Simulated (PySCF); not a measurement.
Isomers of C3H12N2OSi2, mass 148.049 u with the commonest isotopes. Theory: PBE0/pcSseg-1 in PySCF (dipole) on a GFN2-xTB geometry, gas phase. One conformer each, none proved a minimum here; rigid rotors.

Question: Order these by dipole moment, largest first.
A. `[CH3:1][C:2](=[O:3])[NH:4][Si@:5]([CH3:6])([NH2:7])[SiH3:8]` with C1–C2–N4–Si5 -179°, C2–N4–Si5–C6 -129°, N4–Si5–N7–H -67° and 161°
B. `[CH3:1][NH:2][Si@@H:3]1[CH2:4][CH2:5][Si@@H:6]([OH:7])[NH:8]1` with C1–N2–Si3–C4 -71°, C5–Si6–O7–H 55°, N2–Si3–C4–C5 -141°, Si3–C4–C5–Si6 37°, C4–C5–Si6–O7 -151°, C5–Si6–N8–Si3 13°
C. `[CH2:1]=[N:2][CH2:3][CH2:4][Si@@H:5]([NH2:6])[O:7][SiH3:8]` with C1–N2–C3–C4 121°, N2–C3–C4–Si5 175°, C3–C4–Si5–N6 -166°, C4–Si5–N6–H 167° and -54°, C4–Si5–O7–Si8 -55°
D. `[CH3:1][C:2](=[O:3])[N:4]([CH3:5])[SiH2:6][NH:7][SiH3:8]` with C1–C2–N4–C5 -1°, C2–N4–Si6–N7 -69°, N4–Si6–N7–Si8 -167°

Answer: A (3.91 D), D (3.37 D), B (2.19 D), C (1.60 D).

Question: Order these by radius of gyration √(Σ m r²/M), smallest first.
A. `[NH2:1][CH2:2][CH2:3][C:4](=[O:5])[Si@H:6]([NH2:7])[SiH3:8]` with H–N1–C2–C3 61° and -58°, N1–C2–C3–C4 -175°, C2–C3–C4–O5 18°, C3–C4–Si6–N7 -155°, C4–Si6–N7–H -77° and 58°
B. `[CH3:1][C:2](=[O:3])[N:4]([CH3:5])[SiH2:6][NH:7][SiH3:8]` with C1–C2–N4–C5 -1°, C2–N4–Si6–N7 -69°, N4–Si6–N7–Si8 -167°
C. `[CH3:1][C:2](=[O:3])[NH:4][Si@:5]([CH3:6])([NH2:7])[SiH3:8]` with C1–C2–N4–Si5 -179°, C2–N4–Si5–C6 -129°, N4–Si5–N7–H -67° and 161°
D. `[CH3:1][NH:2][Si@@H:3]1[CH2:4][CH2:5][Si@@H:6]([OH:7])[NH:8]1` with C1–N2–Si3–C4 -71°, C5–Si6–O7–H 55°, N2–Si3–C4–C5 -141°, Si3–C4–C5–Si6 37°, C4–C5–Si6–O7 -151°, C5–Si6–N8–Si3 13°

Answer: C (2.146 Å), D (2.256 Å), B (2.357 Å), A (2.532 Å).

Question: Order these by out-of-plane moment Σ m c² = (Ia + Ib − Ic)/2, largest first.
A. `[CH3:1][C:2](=[O:3])[NH:4][Si@:5]([CH3:6])([NH2:7])[SiH3:8]` with C1–C2–N4–Si5 -179°, C2–N4–Si5–C6 -129°, N4–Si5–N7–H -67° and 161°
B. `[CH3:1][NH:2][Si@@H:3]1[CH2:4][CH2:5][Si@@H:6]([OH:7])[NH:8]1` with C1–N2–Si3–C4 -71°, C5–Si6–O7–H 55°, N2–Si3–C4–C5 -141°, Si3–C4–C5–Si6 37°, C4–C5–Si6–O7 -151°, C5–Si6–N8–Si3 13°
C. `[NH2:1][CH2:2][CH2:3][C:4](=[O:5])[Si@H:6]([NH2:7])[SiH3:8]` with H–N1–C2–C3 61° and -58°, N1–C2–C3–C4 -175°, C2–C3–C4–O5 18°, C3–C4–Si6–N7 -155°, C4–Si6–N7–H -77° and 58°
D. `[CH3:1][C:2](=[O:3])[N:4]([CH3:5])[SiH2:6][NH:7][SiH3:8]` with C1–C2–N4–C5 -1°, C2–N4–Si6–N7 -69°, N4–Si6–N7–Si8 -167°

Answer: A (74.89 u·Å²), C (54.49 u·Å²), D (40.08 u·Å²), B (32.08 u·Å²).

```csv
SMILES,point group,Ia (u·Å²),Ib (u·Å²),Ic (u·Å²),κ,μa (D),μb (D),μc (D)
CN[Si@@H]1CC[Si@@H](O)N1,C1,147.01,638.71,721.55,-0.93,1.77,0.47,1.21
CC(=O)N[Si@](C)(N)[SiH3],C1,298.70,457.73,606.65,-0.37,0.06,3.87,0.59
CC(=O)N(C)[SiH2]N[SiH3],C1,171.53,690.74,782.11,-0.93,2.50,1.79,1.39
NCCC(=O)[Si@H](N)[SiH3],C1,237.89,765.72,894.64,-0.88,0.83,0.27,2.07
C=NCC[Si@@H](N)O[SiH3],C1,261.68,702.55,899.50,-0.77,0.13,1.38,0.80
```
